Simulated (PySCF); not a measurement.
C3H9BOS.

```xyz
15

B      0.0777     0.5094     0.1884
C      0.3738     1.9148     0.8327
H      0.9787     1.8491     1.7476
H     -0.5675     2.4331     1.0840
H      0.9071     2.5655     0.1186
O     -0.6491     0.3381    -0.9478
C     -1.2065     1.4138    -1.6552
H     -0.4327     2.1140    -2.0127
H     -1.7398     1.0128    -2.5288
H     -1.9257     1.9802    -1.0398
S      0.7303    -0.9761     0.9848
C      0.1378    -2.3031    -0.1010
H     -0.9594    -2.3180    -0.1340
H      0.5041    -3.2527     0.3103
H      0.5236    -2.1728    -1.1204
```

Geometry optimised at PBE0-D3(BJ)/def2-SVP. The values are those of a single conformer.

Method: PBE/pcSseg-1 run with PySCF. Non-relativistic, no solvent.

Computed absolute GIAO shielding of each atom: isotropic value and principal components (ppm):
```json
[
 {"atom": "B1", "σ(iso)": "47.4", "σ11": "9.3", "σ22": "44.8", "σ33": "88.1", "span": "78.8"},
 {"atom": "C2", "σ(iso)": "178.6", "σ11": "169.0", "σ22": "182.0", "σ33": "184.7", "span": "15.7"},
 {"atom": "H3", "σ(iso)": "30.7", "σ11": "26.3", "σ22": "30.3", "σ33": "35.4", "span": "9.1"},
 {"atom": "H4", "σ(iso)": "30.8", "σ11": "26.8", "σ22": "28.8", "σ33": "36.7", "span": "9.8"},
 {"atom": "H5", "σ(iso)": "30.8", "σ11": "26.8", "σ22": "28.8", "σ33": "36.7", "span": "9.8"},
 {"atom": "O6", "σ(iso)": "174.4", "σ11": "-3.1", "σ22": "179.0", "σ33": "347.4", "span": "350.4"},
 {"atom": "C7", "σ(iso)": "124.3", "σ11": "97.9", "σ22": "98.3", "σ33": "176.5", "span": "78.6"},
 {"atom": "H8", "σ(iso)": "27.5", "σ11": "23.8", "σ22": "25.4", "σ33": "33.1", "span": "9.3"},
 {"atom": "H9", "σ(iso)": "27.3", "σ11": "23.3", "σ22": "25.8", "σ33": "32.8", "span": "9.5"},
 {"atom": "H10", "σ(iso)": "27.5", "σ11": "23.8", "σ22": "25.4", "σ33": "33.1", "span": "9.3"},
 {"atom": "S11", "σ(iso)": "518.0", "σ11": "339.6", "σ22": "538.7", "σ33": "675.6", "span": "336.0"},
 {"atom": "C12", "σ(iso)": "166.3", "σ11": "156.9", "σ22": "159.9", "σ33": "182.0", "span": "25.2"},
 {"atom": "H13", "σ(iso)": "29.1", "σ11": "24.2", "σ22": "27.3", "σ33": "35.9", "span": "11.8"},
 {"atom": "H14", "σ(iso)": "29.7", "σ11": "24.4", "σ22": "27.2", "σ33": "37.4", "span": "13.0"},
 {"atom": "H15", "σ(iso)": "29.1", "σ11": "24.2", "σ22": "27.3", "σ33": "35.9", "span": "11.7"}
]
```
